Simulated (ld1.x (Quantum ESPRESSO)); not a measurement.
# Before and after: PAW potential for bromine (Br)

```
Element                 : Br (Z = 35)
Generator               : ld1.x (Quantum ESPRESSO) 7.5
Type                    : PAW
Functional              : PBE
Relativity              : scalar-relativistic
Frozen core             : [Ar]
Valence charge          : 17
Reference configuration : 3d10 4s2 4p5
Partial waves           : 4s (bound): rcut 1.35, rcutus 1.60 bohr; 4s channel at 1.85 Ry: rcut 1.35, rcutus 1.60 bohr; 4p (bound): rcut 1.05, rcutus 1.35 bohr; 4p channel at 1.9 Ry: rcut 1.05, rcutus 1.35 bohr; 3d (bound): rcut 0.90, rcutus 1.20 bohr; 3d channel at -1.2 Ry: rcut 0.90, rcutus 1.20 bohr
Local potential         : all-electron potential smoothed inside 1.20 bohr (lloc = -1)
Core correction         : Bessel-smoothed model core inside 0.85 bohr
Augmentation charge     : PSQ, inside the norm-conserving radii
```

All-electron outer shells of the reference configuration (PBE, scalar-relativistic, ld1.x):

```csv
shell,level (eV),outermost node (bohr),outermost maximum (bohr)
3s,-238.08,0.23,0.48
3p,-173.49,0.21,0.48
3d,-66.72,–,0.43
4s,-20.13,0.67,1.41
4p,-7.86,0.70,1.66
```

Change: all radii but the core radius scaled by about 1.05 (s 1.68, p 1.42, d 1.26 bohr, rcut 1.42/1.10/0.94); local potential all-electron potential smoothed inside 1.26 bohr (lloc = -1).

Cutoffs: the cutoffs (Ry, on a coarse ladder) from which the occupation-weighted sum of valence levels, in a spherical-Bessel basis at the reference potential, stays within 10 and 1 mRy of its value at 400 Ry; they do not see the model core or the augmentation charge, which bear on the density cutoff. Errors are all-electron minus pseudo energies relative to the spin-unpolarised reference configuration.

Task: Predict the effect on cutoff, ghosts and configuration errors.

Result: The potential gets neither clearly harder nor softer (90 Ry and 160 Ry → 80 Ry and 160 Ry); the d channel sets the loose cutoff, while the largest relative change is in p, which becomes softer; the number of tests that count goes from 6 to 3 (the test run of the changed file stopped, so its transferability is not established); the errors of the 3 common tests hardly move; neither file shows a bound ghost at the reference potential, the only one tested.

```tsv
quantity	base	changed
cutoff, loose	90 Ry	80 Ry
cutoff, tight	160 Ry	160 Ry
loose cutoff by channel (10 mRy a level)	s 6 Ry, p 10 Ry, d 60 Ry	s 6 Ry, p 8 Ry, d 60 Ry
bound ghosts	none	none
tests counted (converged, no solver errors)	6 of 7	3 of 7 (the test run stopped)
error for 3d10 4s2 4p4, meV [ΔE 12.55 eV]	-2.1	-2.2
error for 3d10 4s2 4p3, meV [ΔE 35.31 eV]	-5.8	-6.4
error for 3d10 4s2 4p2, meV [ΔE 69.30 eV]	-13	-14
lowest overlap eigenvalue by channel	s 0.36, p 0.63, d 0.10	s 0.35, p 0.60, d 0.09
```

Base: Tests not counted: 3d9 4s2 4p5 (solver errors, printed error -3190 eV).
